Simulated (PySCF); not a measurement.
F2Y (SMILES [F][Y+][F]), charge +1, singlet, geometry from GFN2-xTB (such geometries of metal compounds can be far from the true shape) (the multiplicity is a formal guess) (core potentials on Y). Base run: PySCF with B3LYP/def2-SV(P).

The PySCF input:
```python
from pyscf import gto, scf, dft

mol = gto.Mole()
mol.atom = '''
    Y     0.41674306    0.24807225    0.09704500
    F    -1.25593416    0.46747881   -1.26336689
    F    -0.54995243   -1.54245858    0.84283855
'''
mol.basis = 'def2-sv(p)'
mol.ecp = {'Y': 'def2-sv(p)'}
mol.charge = 1
mol.verbose = 4
mol.build()

mf = dft.RKS(mol)
mf.xc = 'b3lyp'
mf.kernel()
mf.analyze()
```

The base run was repeated with changes; each row names its change, and settings that it needs were set with it.

```tsv
change	basis functions	E (Eh)	HOMO (eV)	HOMO-LUMO gap (eV)
base	52	-237.69145	-14.45	5.21
basis = ANO-RCC-VDZP; relativity = spin-free X2C (without mol.ecp = {'Y': 'def2-sv(p)'})	71	-3584.80623	-14.74	5.28
basis = ANO-RCC-VDZP; relativity = none (without mol.ecp = {'Y': 'def2-sv(p)'})	71	-3492.91108	-14.81	5.53
basis = x2c-SVPall; relativity = spin-free X2C; nucleus = Gaussian (with mol.nucmod = 'G'; without mol.ecp = {'Y': 'def2-sv(p)'})	81	-3584.30950	-14.46	5.26
basis = jorge-DZP-DKH; relativity = none (without mol.ecp = {'Y': 'def2-sv(p)'})	78	-3516.45132	-14.25	5.51
basis = jorge-DZP-DKH; relativity = spin-free X2C; nucleus = Gaussian (with mol.nucmod = 'G'; without mol.ecp = {'Y': 'def2-sv(p)'})	78	-3584.56031	-14.20	5.34
basis = x2c-SVPall; relativity = none (without mol.ecp = {'Y': 'def2-sv(p)'})	81	-3503.31471	-14.53	5.50
basis = ANO-RCC-VDZP; relativity = spin-free X2C; nucleus = Gaussian (with mol.nucmod = 'G'; without mol.ecp = {'Y': 'def2-sv(p)'})	71	-3584.76738	-14.74	5.28
basis = jorge-DZP-DKH; relativity = spin-free X2C (without mol.ecp = {'Y': 'def2-sv(p)'})	78	-3584.59481	-14.20	5.34
basis = x2c-SVPall; relativity = spin-free X2C (without mol.ecp = {'Y': 'def2-sv(p)'})	81	-3584.33978	-14.46	5.26
```

Total energies compare only within one method and basis.

Basis sets contracted for a relativistic Hamiltonian are a mismatch without it, so the rows without relativity aren't non-relativistic limits. No row has spin-orbit coupling; sets with core potentials leave out the core electrons.
